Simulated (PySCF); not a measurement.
Dipole moment and polarisability across levels of theory

C4H5B.
InChI=1S/C4H5B/c1-2-3-4-5/h2H,1,5H2

PySCF, dipoles from the SCF density, polarisabilities from static response with core orbitals frozen. Isolated species at its PBE0-D3(BJ)/def2-SVP geometry, gas phase.

The anisotropy is √(½[(α1 − α2)² + (α2 − α3)² + (α3 − α1)²]).

| level | μ (D) | α (Å³) | anisotropy (Å³) |
| --- | --- | --- | --- |
| LDA/def2-SVPD | 2.509 | 11.39 | 12.82 |
| PBE/def2-SVPD | 2.486 | 11.25 | 12.73 |
| B3LYP/def2-SVPD | 2.346 | 10.93 | 11.96 |
| PBE0/def2-SVPD | 2.341 | 10.80 | 11.80 |
| BHandHLYP/def2-SVPD | 2.216 | 10.51 | 11.07 |
| CAM-B3LYP/def2-SVPD | 2.216 | 10.63 | 11.19 |
| wB97X-D/def2-SVPD | 2.175 | 10.64 | 11.06 |
| LC-wPBE/def2-SVPD | 2.082 | 10.21 | 10.45 |
| HF/def2-SVPD | 2.130 | 10.17 | 10.13 |
| PBE0/6-31G* | 2.429 | 8.98 | 12.98 |
| PBE0/def2-SVP | 2.365 | 9.48 | 12.65 |
| PBE0/6-31+G* | 2.372 | 10.15 | 12.61 |
| PBE0/aug-cc-pVDZ | 2.319 | 11.04 | 11.92 |
| PBE0/def2-TZVP | 2.347 | 10.47 | 12.25 |
| PBE0/def2-TZVPD | 2.322 | 11.02 | 11.86 |

The dipole runs from 2.08 D (LC-wPBE/def2-SVPD) to 2.51 D (LDA/def2-SVPD). No reference polarisability is at hand; against PBE0 in the largest diffuse basis at hand (def2-TZVPD) the other PBE0 rows deviate by 6-31G* -19%, def2-SVP -14%, 6-31+G* -8%, def2-SVPD -2%, aug-cc-pVDZ 0%, def2-TZVP -5%. In one basis (def2-SVPD) the functionals order the polarisability from HF (lowest) to LDA (highest), a spread of 12%. With PBE0 the polarisability is 9.64 Å³ without diffuse functions (mean of 6-31G*, def2-SVP and def2-TZVP) and 10.75 Å³ with them (mean of 6-31+G*, def2-SVPD, aug-cc-pVDZ and def2-TZVPD).
